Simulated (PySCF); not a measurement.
Si(CCH)(H)2(OH) (C₂H₄OSi), SMILES C(#C)[SiH2]O. Geometry optimised at PBE-D3(BJ)/def2-SVP. One conformer was computed; it need not be the lowest.

The numbers are results of PBE-D3(BJ)/def2-SVP (PySCF 2.14.0), not measurements.

Harmonic wavenumbers (cm⁻¹): 131, 202, 237, 365, 608, 619, 690, 711, 712, 807, 887, 891, 928, 2082, 2156, 2214, 3388, 3763. Rotational constants (GHz): 17.25, 3.293, 2.876; symmetry number 1.

Q: Work out the zero-point energy and the ideal-gas rigid-rotor harmonic-oscillator thermochemistry at 298.15 K and 1 atm.

A: ZPE = ½ Σ hcν = ½ × 21392 cm⁻¹ = 127.95 kJ/mol. H − E(el) = 145.64 kJ/mol. Entropy in J/(mol K): translation 162.11, rotation 104.98, vibration 43.33, total 310.42. G − E(el) = 53.09 kJ/mol. Cp = 90.62 J/(mol K). Modes under 150 cm⁻¹ make the vibrational entropy uncertain.
